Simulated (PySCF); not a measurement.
A small calculation by hand: chemical shift, span and skew from a shielding tensor

Be(Br)(Me) (CH3BeBr), SMILES [CH3][Be][Br]. Atoms are numbered in the order given.

```xyz
6

Be     0.0000     0.0000     1.0945
Br     0.0000     0.0000    -0.8726
C      0.0000     0.0000     2.7724
H     -0.8817    -0.5090     3.1757
H      0.0000     1.0181     3.1757
H      0.8817    -0.5090     3.1757
```
Charge 0, spin multiplicity 1.

Coordinates come from a ωB97X-D3(BJ)/def2-TZVP optimisation.

GIAO shieldings from PySCF with KT2/pcSseg-2, non-relativistic, no solvent. The symmetric part of the tensor of C3 has the principal values 196.3, 196.3, 204.3 ppm. The same nucleus in TMS has σ = 184.2 ppm at this level (PySCF, at its B3LYP-D3(BJ)/def2-TZVP geometry). Without spin–orbit terms, shifts of atoms bonded to Cl or Br come out too high.

Q: Work out the isotropic shielding, the ¹³C shift against TMS, the span and the skew.

A: 
σ(iso) = (σ11 + σ22 + σ33)/3 = 199.0 ppm. δ = σ(ref) − σ(iso) = 184.2 − (199.0) = -14.8 ppm.
Span Ω = σ33 − σ11 = 8.0 ppm. Skew κ = 3(σ(iso) − σ22)/Ω = 1.00, an axial tensor. Tumbling in solution averages the tensor to δ; in a static solid the shielding alone would spread this spin-1/2 line over Ω.
